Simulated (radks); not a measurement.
Task: These are the eigenvalues of the occupied orbitals of an atom or ion with whole-number occupations (eV). Method: Dirac Kohn-Sham, LB94 model potential, spin-unpolarised, spherical densities, finite nucleus; Fermi nuclear charge, rms radius of each element as measured or else 0.836 A^(1/3) + 0.57 fm; computed with a radial shooting solver on a logarithmic mesh with Libxc functionals.

orbital  eigenvalue
1s1/2     -82211.16
2s1/2     -18991.05
2p1/2     -18524.20
2p3/2     -16832.17
3s1/2     -7878.859

Which element is it, and in what charge state? The configuration may be excited. Open shells, if any, fill j = l - 1/2 first.

Result: Z = 77, iridium, charge +66: Ir66+ in [Ne] 3s1. The list shows which subshells hold electrons but not how many an open one holds; the 1s level, -3021.2 hartree, gives Z - s = 77.7 by -(Z - s)^2/2, which with screening and relativity narrows Z to a few neighbours, and the depths of the outer levels then fix element, charge and occupations together.
